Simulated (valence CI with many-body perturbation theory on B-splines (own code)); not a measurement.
Results of a calculation; reference values are marked as such.
Hyperfine factors and g values of Pr27+

Method: valence CI with perturbative core correlation (CI+MBPT): four valence electrons over a frozen Dirac-Fock core [Ar] 3d10, a basis of 11 s, 11 p, 10 d, 8 f, 5 g, 2 h functions for each j, with the one-electron correlation potential Σ1 (screened to all orders), the two-electron term Σ2, the three-electron term Σ3, Breit, model QED; selected single and double excitations, second order for the rest, scaled by the run's own slope (own B-spline code, finite nucleus).

The last digits are not significant, and no measured levels were compared; by estimate large intervals hold to a few tenths of a per cent, small ones and those within an open d or f shell to about a per cent. Among the levels kept, up to 510 cm⁻¹ of a level comes from second order outside the variational space, and about a tenth of that is noise between levels of different J, which matters for small intervals.

A/g_I is the dipole constant over the nuclear g factor μ/I (μ in nuclear magnetons, uniformly magnetised nucleus), B/Q the quadrupole constant per barn. Both hold the static response of the core; the bare values leave it out. Large factors of s and p1/2 electrons are usually good to 5 to 10 %; those of open d and f shells near neutrality can be off by tens of per cent, and small factors of p3/2, d and f electrons come from cancelling terms and can be off by a factor of two or in sign, in half-filled shells by more. B is blank for J = 1/2, where it vanishes, and for nearly pure S terms. Energies count from the lowest level. Levels with J = 0 are left out.

Levels are named by their leading jj configuration (3d3/2^4 stands for four electrons in 3d with j = 3/2), which in mixed levels can hold well under half, so a name can repeat and another be missing. Letters in brackets count levels of one name in rising energy.

| Level | E (cm⁻¹) | g | A/g_I (MHz) | A/g_I bare | B/Q (MHz/b) | B/Q bare |
| --- | --- | --- | --- | --- | --- | --- |
| (4s^2 4p1/2 4p3/2) J=1 | 198410 | 1.499 | -9610 | -9440 | 21300 | 20400 |
| (4s^2 4p1/2 4p3/2) J=2 | 222100 | 1.204 | 53500 | 51200 | 31100 | 29700 |
| (4s^2 4p3/2^2) J=2 | 438450 | 1.292 | 23300 | 22200 | 11400 | 10900 |
| (4s 4p1/2^2 4p3/2) J=2 | 681800 | 1.692 | 133000 | 127000 | 28200 | 27000 |
| (4s 4p1/2^2 4p3/2) J=1 | 765130 | 0.944 | -81100 | -77600 | 34200 | 32700 |
| (4s 4p1/2 4p3/2^2) J=2 [a] | 867780 | 1.483 | 93800 | 90000 | 27200 | 26000 |
| (4s 4p1/2 4p3/2^2) J=3 | 912600 | 1.330 | 116000 | 111000 | -3260 | -3080 |
| (4s 4p1/2 4p3/2^2) J=2 [b] | 974020 | 1.038 | 16500 | 15900 | -19500 | -18600 |
| (4s 4p1/2 4p3/2^2) J=1 [a] | 982990 | 1.273 | 87200 | 83600 | -37200 | -35600 |
| (4s 4p1/2 4p3/2^2) J=1 [b] | 1026300 | 1.460 | 81700 | 78400 | 8840 | 8460 |
| (4s^2 4p1/2 4d3/2) J=2 | 1051200 | 0.830 | 33700 | 32500 | 11200 | 10700 |
| (4s^2 4p1/2 4d5/2) J=3 | 1120800 | 1.107 | 29600 | 28700 | 14600 | 14000 |
| (4s^2 4p1/2 4d3/2) J=1 | 1132800 | 0.838 | -30900 | -29200 | 5520 | 5320 |
| (4s^2 4p1/2 4d5/2) J=2 | 1137000 | 1.284 | 4650 | 4750 | -368 | -290 |
| (4s 4p3/2^3) J=2 | 1165200 | 1.336 | 104000 | 100000 | -25600 | -24500 |
| (4s 4p3/2^3) J=1 | 1249600 | 1.260 | -61000 | -58400 | -7110 | -6790 |
| (4s^2 4p3/2 4d5/2) J=4 | 1296800 | 1.248 | 11000 | 10700 | 51700 | 49500 |
| (4s^2 4p3/2 4d3/2) J=2 | 1306600 | 1.027 | 11500 | 11100 | -4940 | -4710 |
| (4s^2 4p3/2 4d3/2) J=3 | 1324900 | 1.196 | 17900 | 17300 | 19500 | 18800 |
| (4s^2 4p3/2 4d3/2) J=1 | 1339600 | 1.246 | -5600 | -5090 | -20100 | -19300 |
| (4s^2 4p3/2 4d5/2) J=2 | 1367700 | 1.295 | 26100 | 25300 | -29700 | -28400 |
| (4s^2 4p3/2 4d5/2) J=3 | 1413300 | 1.109 | 13000 | 12600 | 21600 | 20700 |
| (4s^2 4p3/2 4d5/2) J=1 | 1437700 | 0.965 | -7710 | -6980 | 6110 | 5880 |
| (4p1/2^2 4p3/2^2) J=2 | 1473700 | 1.330 | 40800 | 39400 | -1620 | -1530 |
| (4s 4p1/2^2 4d3/2) J=1 | 1506000 | 0.322 | -97900 | -93500 | 3130 | 3020 |
| (4s 4p1/2^2 4d3/2) J=2 | 1530600 | 1.180 | 55700 | 53700 | 9470 | 9080 |
| (4s 4p1/2^2 4d5/2) J=3 | 1577600 | 1.376 | 73100 | 70400 | 11400 | 11000 |
| (4s 4p1/2^2 4d5/2) J=2 | 1656000 | 0.901 | -28300 | -26900 | 8860 | 8590 |
| (4s 4p1/2 4p3/2 4d3/2) J=1 [a] | 1663500 | 1.307 | 49700 | 47800 | -18600 | -17800 |
| (4s 4p1/2 4p3/2 4d3/2) J=2 [a] | 1675700 | 1.188 | 73900 | 71000 | -26900 | -25700 |
| (4s 4p1/2 4p3/2 4d3/2) J=3 [a] | 1687300 | 1.211 | 70700 | 68000 | -7030 | -6680 |
| (4p1/2 4p3/2^3) J=1 | 1699100 | 1.431 | 1350 | 1700 | -20500 | -19600 |
| (4p1/2 4p3/2^3) J=2 | 1701100 | 1.168 | 30300 | 29300 | -33300 | -31800 |
| (4s 4p1/2 4p3/2 4d5/2) J=4 [a] | 1705900 | 1.335 | 58600 | 56400 | 28600 | 27400 |

(1) Take the isotope of mass number 141, with I = 5/2, μ = 4.266 μN and Q = -0.0589 b. What is the hyperfine structure of (4s 4p1/2 4p3/2^2) J=3?

## Answers

(1) From the table A = 198000 MHz, B = 192 MHz. Shifts from the centre of gravity in MHz: F = 1/2: -1980000, F = 3/2: -1680000, F = 5/2: -1190000, F = 7/2: -495000, F = 9/2: 396000, F = 11/2: 1490000.
